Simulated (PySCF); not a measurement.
**N (nitrogen, neutral) across methods**

[He] 2s1 2p4, high-spin 4P determinant (an excited configuration). All numbers are calculated (PySCF 2.14, scalar relativity by spin-free X2C-1e, in aug-cc-pCVQZ-DK).

| method | E (hartree) | mean ε 2s α (eV) | mean ε 2p α (eV) | mean ε 2p β (eV) | Σ⟨r²⟩ (bohr²) | ⟨S²⟩ |
| --- | --- | --- | --- | --- | --- | --- |
| MN15 | -54.2455 | -23.523 | -11.483 | -7.615 | 13.23 | 3.758 |
| UHF | -54.03262 | -33.277 | -16.961 | -8.200 | 13.58 | 3.808 |
| TPSSh | -54.2485 | -22.500 | -9.913 | -5.823 | 13.30 | 3.762 |
| LDA | -53.7762 | -20.523 | -9.152 | -5.149 | 13.64 | 3.765 |
| PBE | -54.1830 | -20.724 | -9.009 | -5.279 | 13.52 | 3.761 |
| r2SCAN | -54.2331 | -22.360 | -9.698 | -5.324 | 13.35 | 3.771 |
| wB97X | -54.2172 | -26.380 | -13.402 | -8.881 | 13.30 | 3.765 |
| PBE0 | -54.1847 | -23.867 | -10.998 | -6.402 | 13.33 | 3.765 |
